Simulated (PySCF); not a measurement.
How methods differ on the excitation energy of Sr

Sr [Kr] 5s2 (1S) → Sr [Kr] 5s1 5p1 (3P), as a difference of total energies. Calculation: PySCF 2.14, in x2c-QZVPPall; the spin-free X2C one-electron Hamiltonian (Gaussian nucleus). Correlated levels: valence: [Kr] frozen. The calculations carry no spin-orbit coupling.

```
           method  excitation energy (eV)  error (eV)
              UHF                   0.973      -0.850
    MP2 (valence)                   1.445      -0.378
SCS-MP2 (valence)                   1.579      -0.244
   CCSD (valence)                   1.576      -0.247
```

Reference: 1.823 eV (measured; NIST levels, between the centres of gravity of the two terms).

Errors of the correlated levels include the incompleteness of this basis and the frozen core.

The basis was made for the ground configuration and has no added diffuse functions, so the excitation energy can come out too high.

With two correlated electrons CCSD is exact in that space.
